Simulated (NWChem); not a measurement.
System: CaHSF; SMILES [F][Ca][SH]

Input file for NWChem:

```
start job
memory heap 200 mb stack 900 mb global 1100 mb
geometry units angstroms noautoz
  Ca     0.119568     0.505066    -0.014990
  F     -0.536693     2.347145     0.025590
  S     -0.305609    -2.063685    -0.047947
  H      1.015824    -2.360047    -0.073458
end
basis spherical
  * library def2-svp
end
dft
  xc xwpbe 1.00 cpbe96 1.0 hfexch 1.00
  cam 0.8 cam_alpha 0.0 cam_beta 1.0
  iterations 150
  vectors input atomic output neutral.movecs
end
task dft energy
charge 1
dft
  odft
  mult 2
  vectors input atomic output cation.movecs
end
task dft energy
```

Coordinates come from a PBE0/def2-SVP optimisation.

Ions are spin-unrestricted doublets at the neutral geometry; other ion states weren't tried. Functional: LC-ωPBE (HJS hole) with def2-SVP; the question gives the range parameter ω in 1/bohr.

Problem. Predict the main results of this run. (LC-wPBE (HJS exchange hole, range parameter 0.8 per bohr)/def2-SVP, vertical spin-unrestricted ions.) Quantities: vertical ionisation energy, ΔSCF (eV); −ε(HOMO) (eV).

Solution. 
| Item | Value |
|---|---|
| vertical ionisation energy, ΔSCF (eV) | 8.81 |
| −ε(HOMO) (eV) | 9.75 |
